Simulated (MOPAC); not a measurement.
MOPAC input (PM3):

```
PM3 PRECISE GNORM=0.05 LET XYZ UHF MS=0.5 GEO-OK AUX(PRECISION=9) THREADS=1
C3H7Ge

C    -2.35229100 1    0.15152400 1   -0.52193700 1
C    -1.81991100 1   -0.45058400 1    0.59518700 1
C    -0.46955000 1   -0.54387200 1    0.90590100 1
Ge    0.98593400 1    0.16089800 1   -0.17605200 1
H    -3.41972000 1    0.18037800 1   -0.68857400 1
H    -1.72457300 1    0.61649000 1   -1.27184300 1
H    -2.52363300 1   -0.89285900 1    1.29692100 1
H    -0.19963800 1   -1.05004200 1    1.82574200 1
H     2.31583500 1   -0.15670500 1    0.52709500 1
H     0.85947100 1    1.68694000 1   -0.35078100 1
H     0.99288500 1   -0.47534200 1   -1.57979000 1
```

Output:

```
 *******************************************************************************
 **                                                                           **
 **                              MOPAC v23.2.5                                **
 **                                                                           **
 *******************************************************************************
 ** MOPAC's Digital Object Identifier: https://doi.org/10.5281/zenodo.6511958 **
 **                                                                           **
 ** Please cite the open-source release paper for use of this MOPAC version:  **
 ** J. E. Moussa and J. J. P. Stewart (2026)                                  **
 ** MOPAC: An open-source semiempirical molecular orbital program             **
 ** J. Open Source Softw., 11(119), 8025, https://doi.org/10.21105/joss.08025 **
 *******************************************************************************

                              PM3 CALCULATION RESULTS

 *******************************************************************************
 *  PM3        - The PM3 Hamiltonian to be used
 *  GEO-OK     - OVERRIDE INTERATOMIC DISTANCE AND OTHER SAFETY CHECKS
 *  UHF        - UNRESTRICTED HARTREE-FOCK CALCULATION
 *  MS=        - IN MECI, MAGNETIC COMPONENT OF SPIN =  0.5
 *  LET        - OVERRIDE SOME SAFETY CHECKS
 *  PRECISE    - TIGHTER CRITERIA TO BE USED
 *  XYZ        - CARTESIAN COORDINATE SYSTEM TO BE USED
 *  GNORM      - EXIT WHEN GRADIENT NORM DROPS BELOW 0.050
 *  AUX        - OUTPUT AUXILIARY INFORMATION
 *******************************************************************************
PM3 PRECISE GNORM=0.05 LET XYZ UHF MS=0.5 GEO-OK AUX(PRECISION=9) THREADS=1
 C3H7Ge

   ATOM   CHEMICAL          X               Y               Z
  NUMBER   SYMBOL      (ANGSTROMS)     (ANGSTROMS)     (ANGSTROMS)

     1       C         -2.35229100  *   0.15152400  *  -0.52193700  *
     2       C         -1.81991100  *  -0.45058400  *   0.59518700  *
     3       C         -0.46955000  *  -0.54387200  *   0.90590100  *
     4      Ge          0.98593400  *   0.16089800  *  -0.17605200  *
     5       H         -3.41972000  *   0.18037800  *  -0.68857400  *
     6       H         -1.72457300  *   0.61649000  *  -1.27184300  *
     7       H         -2.52363300  *  -0.89285900  *   1.29692100  *
     8       H         -0.19963800  *  -1.05004200  *   1.82574200  *
     9       H          2.31583500  *  -0.15670500  *   0.52709500  *
    10       H          0.85947100  *   1.68694000  *  -0.35078100  *
    11       H          0.99288500  *  -0.47534200  *  -1.57979000  *

          CARTESIAN COORDINATES

    NO.       ATOM           X           Y           Z

     1         C         -2.3523      0.1515     -0.5219
     2         C         -1.8199     -0.4506      0.5952
     3         C         -0.4696     -0.5439      0.9059
     4        Ge          0.9859      0.1609     -0.1761
     5         H         -3.4197      0.1804     -0.6886
     6         H         -1.7246      0.6165     -1.2718
     7         H         -2.5236     -0.8929      1.2969
     8         H         -0.1996     -1.0500      1.8257
     9         H          2.3158     -0.1567      0.5271
    10         H          0.8595      1.6869     -0.3508
    11         H          0.9929     -0.4753     -1.5798

  H: (PM3): J. J. P. STEWART, J. COMP. CHEM. 10, 209 (1989).
  C: (PM3): J. J. P. STEWART, J. COMP. CHEM. 10, 209 (1989).
 Ge: (PM3): J. J. P. STEWART, J. COMP. CHEM. 12, 320-341 (1991).

           Empirical Formula: C3 H7 Ge  =    11 atoms

      MOLECULAR POINT GROUP   :   Cs

          UHF CALCULATION, NO. OF ALPHA ELECTRONS =   12
                           NO. OF BETA  ELECTRONS =   11

          Geometry optimization using EF

          DIAGONAL MATRIX USED AS START HESSIAN

 CYCLE:     1  GRAD.:    29.530 HEAT:  60.46758
 CYCLE:     2  GRAD.:   168.748 HEAT:  66.36088
 CYCLE:     3  GRAD.:   131.538 HEAT:  66.44092
 CYCLE:     4  GRAD.:   192.737 HEAT:  69.03279
 CYCLE:     5  GRAD.:   222.274 HEAT:  73.67537
 CYCLE:     6  GRAD.:   183.110 HEAT:  70.23629
 CYCLE:     7  GRAD.:   186.560 HEAT:  72.30725
 CYCLE:     8  GRAD.:   196.795 HEAT:  69.56104
 CYCLE:     9  GRAD.:   151.399 HEAT:  67.46490
 CYCLE:    10  GRAD.:   239.451 HEAT:  73.38549
 CYCLE:    11  GRAD.:   112.400 HEAT:  66.22970
 CYCLE:    12  GRAD.:   119.975 HEAT:  63.94724
 CYCLE:    13  GRAD.:    55.450 HEAT:  60.02893
 CYCLE:    14  GRAD.:    31.939 HEAT:  59.55389
 CYCLE:    15  GRAD.:     3.151 HEAT:  59.25200
 CYCLE:    16  GRAD.:     2.907 HEAT:  59.23540
 CYCLE:    17  GRAD.:     4.262 HEAT:  59.19807
 CYCLE:    18  GRAD.:     6.854 HEAT:  59.05170
 CYCLE:    19  GRAD.:     4.689 HEAT:  59.00481
 CYCLE:    20  GRAD.:     1.457 HEAT:  58.98152
 CYCLE:    21  GRAD.:     1.362 HEAT:  58.97608
 CYCLE:    22  GRAD.:     0.763 HEAT:  58.97345
 CYCLE:    23  GRAD.:     0.454 HEAT:  58.97179
 CYCLE:    24  GRAD.:     0.417 HEAT:  58.97110
 CYCLE:    25  GRAD.:     0.249 HEAT:  58.97088
 CYCLE:    26  GRAD.:     0.089 HEAT:  58.97079
 CYCLE:    27  GRAD.:     0.068 HEAT:  58.97076
 CYCLE:    28  GRAD.:     0.037 HEAT:  58.97075

     GRADIENT =  0.03716 IS LESS THAN CUTOFF =  0.05000

 -------------------------------------------------------------------------------
 PM3 PRECISE GNORM=0.05 LET XYZ UHF MS=0.5 GEO-OK AUX(PRECISION=9) THREADS=1
 C3H7Ge

     GEOMETRY OPTIMISED USING EIGENVECTOR FOLLOWING (EF).
     SCF FIELD WAS ACHIEVED

                              PM3 CALCULATION
                                                       MOPAC v23.2.5 Linux

          FINAL HEAT OF FORMATION =         58.97075 KCAL/MOL =     246.73361 KJ/MOL

          COSMO AREA              =        124.83 SQUARE ANGSTROMS
          COSMO VOLUME            =        116.01 CUBIC ANGSTROMS

          GRADIENT NORM           =          0.03716          =       0.01120 PER ATOM
          IONIZATION POTENTIAL    =          9.118401 EV
          ALPHA SOMO LUMO (EV)    =         -9.118 -0.108
          BETA  SOMO LUMO (EV)    =        -10.797 -0.127
          NO. OF ALPHA ELECTRONS  =         12
          NO. OF BETA  ELECTRONS  =         11
          MOLECULAR WEIGHT        =        115.6783         POINT GROUP:  Cs

          MOLECULAR DIMENSIONS (Angstroms)

            Atom       Atom       Distance
            H     9    H     5     5.69644
            H     8    H    10     3.59454
            H     8    H    11     2.29910

          SCF CALCULATIONS        =         29

   ATOM   CHEMICAL          X               Y               Z
  NUMBER   SYMBOL      (ANGSTROMS)     (ANGSTROMS)     (ANGSTROMS)

     1       C         -2.23637598  *   0.16526111  *  -0.53352227  *
     2       C         -1.78321641  *  -0.45836235  *   0.61285507  *
     3       C         -0.44664355  *  -0.56207184  *   0.94040814  *
     4      Ge          0.90632107  *   0.15795148  *  -0.17951046  *
     5       H         -3.29076867  *   0.23699622  *  -0.77418898  *
     6       H         -1.54969433  *   0.61397598  *  -1.24843628  *
     7       H         -2.52591470  *  -0.89246622  *   1.29598198  *
     8       H         -0.13863712  *  -1.06288098  *   1.85495251  *
     9       H          2.26927037  *  -0.09800911  *   0.41877268  *
    10       H          0.73757934  *   1.65046259  *  -0.34636550  *
    11       H          0.86853337  *  -0.47195557  *  -1.55271586  *

                             CARTESIAN COORDINATES

   1    C       -2.236375981     0.165261107    -0.533522272
   2    C       -1.783216410    -0.458362350     0.612855072
   3    C       -0.446643548    -0.562071838     0.940408137
   4   Ge        0.906321073     0.157951479    -0.179510457
   5    H       -3.290768674     0.236996224    -0.774188979
   6    H       -1.549694331     0.613975977    -1.248436279
   7    H       -2.525914705    -0.892466223     1.295981982
   8    H       -0.138637117    -1.062880983     1.854952513
   9    H        2.269270373    -0.098009110     0.418772683
  10    H        0.737579343     1.650462590    -0.346365500
  11    H        0.868533368    -0.471955572    -1.552715864

           Empirical Formula: C3 H7 Ge  =    11 atoms

      MOLECULAR POINT GROUP   :   Cs

          ALPHA EIGENVALUES
 -34.61769 -25.79781 -19.31699 -16.90201 -15.65382 -14.82410 -13.07978 -13.03270
 -11.99610 -11.42981 -11.40489  -9.11840  -0.10761   0.35893   0.40594   1.56668
   3.37197   3.51240   3.88668   4.27505   4.56547   5.65665   5.74779

           BETA EIGENVALUES
 -34.25898 -24.69210 -19.14491 -16.72477 -15.42369 -14.62127 -12.75145 -12.61083
 -11.89891 -11.14551 -10.79745  -0.12713   0.41880   0.47656   0.75607   2.42899
   3.54514   3.73132   3.99996   4.52451   4.89208   5.79210   5.95814

              NET ATOMIC CHARGES AND DIPOLE CONTRIBUTIONS

  ATOM NO.   TYPE          CHARGE      No. of ELECS.   s-Pop       p-Pop
    1          C          -0.158566        4.1586     1.20002     2.95855
    2          C          -0.089117        4.0891     1.17331     2.91580
    3          C          -0.264535        4.2645     1.24746     3.01708
    4         Ge           0.317558        3.6824     0.66833     3.01411
    5          H           0.080295        0.9197     0.91971
    6          H           0.088921        0.9111     0.91108
    7          H           0.092577        0.9074     0.90742
    8          H           0.097743        0.9023     0.90226
    9          H          -0.059280        1.0593     1.05928
   10          H          -0.052797        1.0528     1.05280
   11          H          -0.052797        1.0528     1.05280
 DIPOLE           X         Y         Z       TOTAL
 POINT-CHG.     0.244     0.212    -0.347     0.474
 HYBRID        -0.287    -0.132     0.201     0.374
 SUM           -0.043     0.081    -0.146     0.173

          ATOMIC ORBITAL ELECTRON POPULATIONS

     Atom    s        px        py        pz
    1  C   1.20002   1.00121   0.98834   0.96900
    2  C   1.17331   0.95926   0.98543   0.97111
    3  C   1.24746   0.98431   1.01432   1.01844
    4 Ge   0.66833   0.98156   1.02653   1.00602
    5  H   0.91971
    6  H   0.91108
    7  H   0.90742
    8  H   0.90226
    9  H   1.05928
   10  H   1.05280
   11  H   1.05280

                    (SZ)    =    0.500000
                    (S**2)  =    0.957835

          ATOMIC ORBITAL SPIN POPULATIONS

    Atom   Total    s     px     py     pz
         Atomic
    1  C  0.8788  0.055  0.066  0.540  0.218
    2  C -0.5708 -0.044 -0.062 -0.320 -0.144
    3  C  0.9321  0.065  0.086  0.545  0.236
    4 Ge -0.2284 -0.031 -0.065 -0.063 -0.069
    5  H -0.0607 -0.061
    6  H -0.0598 -0.060
    7  H  0.0404  0.040
    8  H -0.0610 -0.061
    9  H  0.0188  0.019
   10  H  0.0553  0.055
   11  H  0.0553  0.055

 **********************
 *                    *
 * JOB ENDED NORMALLY *
 *                    *
 **********************

 == MOPAC DONE ==
```

The geometry given is a B3LYP-D3(BJ)/def2-TZVP minimum.

The determinant is spin-contaminated: <S^2> is 0.96 against 0.75 for a pure state.
